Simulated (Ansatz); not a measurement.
Steps of a relaxation of `CBB([SiH3])Cl` with RKS PBE0-D4/def2-TZVP.

```sh
$ ansatz run in.yaml --threads 4 --pin off --events-out ev --progress --plain --max-ram 10444MiB
```

```yaml
crystal:
  periodic: [false, false, false]
  atoms:
    - {symbol: C, position_ang: [-1.395629, 1.051831, -1.197588]}
    - {symbol: B, position_ang: [-1.123149, 0.045049, -0.025752]}
    - {symbol: B, position_ang: [0.200802, 0.022447, 0.981909]}
    - {symbol: Si, position_ang: [1.841330, -1.115333, 0.566659]}
    - {symbol: Cl, position_ang: [0.253439, 0.961508, 2.485587]}
    - {symbol: H, position_ang: [-1.879336, 0.584823, -2.080285]}
    - {symbol: H, position_ang: [-2.172653, 1.736466, -0.774118]}
    - {symbol: H, position_ang: [-0.545538, 1.684686, -1.517304]}
    - {symbol: H, position_ang: [-1.970799, -0.822610, 0.172431]}
    - {symbol: H, position_ang: [1.711116, -1.920296, -0.701771]}
    - {symbol: H, position_ang: [2.113803, -2.071383, 1.702748]}
    - {symbol: H, position_ang: [3.043516, -0.212390, 0.421182]}
basis:
  gaussian: {orbitals: def2-TZVP}
hamiltonian: {xc: pbe0, dispersion: d4}
relax: {f_tol: 0.005, max_steps: 150}
```

Positions (Å) and forces (eV/Å) along the path, 12 of 19 steps:

```xyz
12
step=1 energy=-22894.7345 eV
C    -1.396    1.052   -1.198   -0.129    0.201   -0.131
B    -1.123    0.045   -0.026   -0.247   -0.142    0.015
B     0.201    0.022    0.982   -0.046    0.109    0.109
Si    1.841   -1.115    0.567    0.287   -0.127    0.017
Cl    0.253    0.962    2.486   -0.018   -0.216   -0.356
H    -1.879    0.585   -2.080    0.263    0.221    0.424
H    -2.173    1.736   -0.774    0.348   -0.277   -0.193
H    -0.546    1.685   -1.517   -0.413   -0.320    0.147
H    -1.971   -0.823    0.172    0.341    0.325   -0.077
H     1.711   -1.920   -0.702   -0.011    0.191    0.271
H     2.114   -2.071    1.703   -0.088    0.221   -0.251
H     3.044   -0.212    0.421   -0.288   -0.187    0.026
12
step=3 energy=-22894.7722 eV
C    -1.387    1.045   -1.179    0.014   -0.007   -0.009
B    -1.122    0.029   -0.028   -0.051    0.053    0.087
B     0.199    0.013    0.964    0.007    0.011    0.014
Si    1.839   -1.110    0.560    0.003    0.015    0.020
Cl    0.238    0.964    2.444    0.002   -0.040   -0.064
H    -1.858    0.592   -2.054   -0.015   -0.011   -0.030
H    -2.144    1.731   -0.767   -0.009    0.002    0.012
H    -0.539    1.656   -1.490    0.027    0.015   -0.010
H    -1.960   -0.814    0.173    0.000   -0.029   -0.022
H     1.703   -1.904   -0.691   -0.010   -0.004   -0.013
H     2.094   -2.047    1.687    0.008   -0.018    0.019
H     3.015   -0.209    0.415    0.023    0.013   -0.004
12
step=5 energy=-22894.7731 eV
C    -1.387    1.045   -1.178    0.001    0.008    0.002
B    -1.131    0.031   -0.022   -0.004   -0.019    0.008
B     0.196    0.010    0.964    0.006    0.007   -0.002
Si    1.840   -1.108    0.560   -0.001    0.000   -0.003
Cl    0.244    0.961    2.440   -0.001    0.000    0.000
H    -1.856    0.590   -2.054   -0.001   -0.002   -0.002
H    -2.144    1.735   -0.771    0.000    0.002   -0.001
H    -0.535    1.652   -1.487    0.003    0.001   -0.001
H    -1.967   -0.817    0.170   -0.005    0.004   -0.003
H     1.703   -1.902   -0.692    0.002   -0.002   -0.001
H     2.097   -2.047    1.688    0.001    0.000    0.002
H     3.017   -0.207    0.415    0.000    0.002    0.000
12
step=7 energy=-22894.7732 eV
C    -1.385    1.045   -1.175    0.003   -0.002   -0.002
B    -1.137    0.026   -0.020   -0.006    0.004    0.007
B     0.193    0.006    0.963    0.004   -0.005   -0.018
Si    1.840   -1.107    0.558    0.000   -0.002    0.004
Cl    0.244    0.964    2.434   -0.002    0.004    0.009
H    -1.854    0.593   -2.053    0.002    0.002    0.003
H    -2.140    1.738   -0.771    0.003   -0.003    0.000
H    -0.528    1.647   -1.481   -0.004   -0.002    0.001
H    -1.978   -0.817    0.170    0.001    0.002   -0.003
H     1.707   -1.904   -0.693    0.000    0.001    0.002
H     2.099   -2.043    1.688    0.001    0.002   -0.003
H     3.015   -0.202    0.413   -0.004   -0.001    0.000
12
step=8 energy=-22894.7732 eV
C    -1.384    1.044   -1.174    0.002   -0.003   -0.001
B    -1.138    0.025   -0.019    0.000    0.006    0.000
B     0.192    0.005    0.962    0.000   -0.010   -0.007
Si    1.840   -1.107    0.558   -0.001    0.001    0.001
Cl    0.243    0.963    2.434   -0.001    0.004    0.005
H    -1.853    0.593   -2.053    0.000    0.001    0.001
H    -2.138    1.739   -0.771    0.000   -0.001    0.001
H    -0.526    1.645   -1.480   -0.002   -0.001    0.000
H    -1.981   -0.816    0.170    0.001    0.001    0.000
H     1.707   -1.904   -0.693    0.000    0.000    0.001
H     2.101   -2.042    1.688    0.000    0.001   -0.001
H     3.014   -0.200    0.412   -0.001    0.000   -0.001
12
step=10 energy=-22894.7733 eV
C    -1.383    1.044   -1.175   -0.001    0.002    0.001
B    -1.139    0.025   -0.019    0.002    0.000   -0.003
B     0.191    0.002    0.962    0.000    0.000    0.001
Si    1.841   -1.108    0.558    0.002   -0.003   -0.001
Cl    0.240    0.959    2.435    0.001    0.001    0.002
H    -1.853    0.594   -2.053    0.000   -0.001    0.000
H    -2.136    1.741   -0.770    0.000    0.001   -0.001
H    -0.524    1.643   -1.480    0.001    0.000    0.000
H    -1.984   -0.813    0.171   -0.002   -0.001    0.000
H     1.708   -1.907   -0.691   -0.001    0.000    0.001
H     2.106   -2.039    1.689    0.000    0.000    0.000
H     3.011   -0.198    0.408    0.000    0.001    0.000
12
step=12 energy=-22894.7733 eV
C    -1.382    1.047   -1.175   -0.003    0.004    0.001
B    -1.140    0.026   -0.021    0.001   -0.006   -0.002
B     0.189   -0.003    0.961   -0.001    0.009    0.009
Si    1.841   -1.109    0.559    0.003   -0.002    0.000
Cl    0.234    0.950    2.437    0.001   -0.005   -0.006
H    -1.854    0.599   -2.053    0.000   -0.001   -0.001
H    -2.133    1.744   -0.769    0.001    0.001   -0.001
H    -0.522    1.644   -1.480    0.001    0.001    0.000
H    -1.988   -0.811    0.168    0.000    0.000    0.000
H     1.707   -1.919   -0.683   -0.001    0.000    0.000
H     2.120   -2.030    1.696    0.000    0.001    0.000
H     3.005   -0.193    0.395   -0.001    0.000    0.000
12
step=13 energy=-22894.7733 eV
C    -1.381    1.050   -1.175   -0.002    0.001    0.000
B    -1.141    0.025   -0.024   -0.002   -0.003    0.003
B     0.187   -0.007    0.960   -0.002    0.008    0.009
Si    1.842   -1.111    0.560    0.004    0.000    0.000
Cl    0.228    0.942    2.439    0.000   -0.005   -0.008
H    -1.854    0.605   -2.054    0.000    0.000   -0.001
H    -2.131    1.747   -0.767    0.002   -0.001    0.000
H    -0.520    1.646   -1.479    0.001    0.001    0.000
H    -1.990   -0.811    0.163    0.003    0.000   -0.001
H     1.705   -1.931   -0.675    0.000    0.000    0.002
H     2.132   -2.021    1.703   -0.001    0.003   -0.004
H     2.999   -0.189    0.382   -0.003   -0.004    0.000
12
step=14 energy=-22894.7733 eV
C    -1.380    1.053   -1.174   -0.001    0.000    0.000
B    -1.141    0.025   -0.026    0.002   -0.011   -0.002
B     0.185   -0.012    0.961   -0.003    0.011    0.004
Si    1.842   -1.113    0.561    0.005   -0.003    0.003
Cl    0.223    0.935    2.442    0.000   -0.004   -0.004
H    -1.852    0.611   -2.055    0.001    0.001    0.000
H    -2.130    1.750   -0.765    0.001    0.000    0.000
H    -0.519    1.650   -1.475    0.000    0.001    0.001
H    -1.989   -0.813    0.156    0.002    0.004    0.001
H     1.700   -1.946   -0.665    0.002    0.004    0.004
H     2.145   -2.009    1.711   -0.002    0.007   -0.008
H     2.993   -0.186    0.366   -0.008   -0.008    0.000
12
step=15 energy=-22894.7733 eV
C    -1.379    1.054   -1.174    0.001   -0.003   -0.003
B    -1.141    0.024   -0.028   -0.001    0.000    0.003
B     0.184   -0.012    0.961   -0.005    0.001    0.004
Si    1.841   -1.113    0.561    0.013   -0.003    0.002
Cl    0.219    0.932    2.444    0.001   -0.003   -0.005
H    -1.850    0.614   -2.056    0.001    0.002    0.000
H    -2.129    1.750   -0.764    0.000   -0.001    0.001
H    -0.517    1.652   -1.473    0.000    0.000    0.000
H    -1.989   -0.814    0.153    0.003    0.001   -0.001
H     1.698   -1.953   -0.661   -0.001    0.005    0.005
H     2.151   -2.003    1.714   -0.003    0.008   -0.009
H     2.989   -0.185    0.356   -0.009   -0.007    0.001
12
step=18 energy=-22894.7734 eV
C    -1.373    1.056   -1.172    0.002    0.000    0.000
B    -1.141    0.021   -0.028    0.001    0.002   -0.002
B     0.179   -0.016    0.967    0.000    0.000   -0.002
Si    1.836   -1.112    0.561    0.001   -0.002    0.001
Cl    0.211    0.922    2.452    0.000    0.000    0.002
H    -1.839    0.620   -2.060    0.000   -0.001    0.001
H    -2.125    1.750   -0.763   -0.001    0.001    0.000
H    -0.509    1.655   -1.464   -0.001   -0.001    0.000
H    -1.988   -0.819    0.144   -0.002   -0.001    0.000
H     1.681   -1.968   -0.648    0.000    0.001    0.001
H     2.170   -1.985    1.720    0.000    0.000   -0.001
H     2.975   -0.179    0.326   -0.001    0.000    0.000
12
step=19 energy=-22894.7734 eV
C    -1.371    1.056   -1.172    0.001    0.000    0.000
B    -1.141    0.021   -0.029    0.000    0.001   -0.001
B     0.177   -0.018    0.968    0.001   -0.001   -0.002
Si    1.836   -1.113    0.561    0.002   -0.001    0.001
Cl    0.208    0.918    2.455    0.000    0.000    0.002
H    -1.837    0.621   -2.060    0.000    0.000    0.001
H    -2.123    1.751   -0.763    0.000    0.000    0.000
H    -0.507    1.655   -1.463   -0.001   -0.001    0.000
H    -1.989   -0.819    0.141   -0.001    0.000    0.000
H     1.678   -1.973   -0.644    0.000    0.001    0.001
H     2.177   -1.979    1.723    0.000    0.002   -0.002
H     2.970   -0.177    0.318   -0.002   -0.001    0.000
```

It took 25 s on 4 threads of an AMD EPYC 9R45 on a shared host, with 0.6 GiB of host memory at the peak.
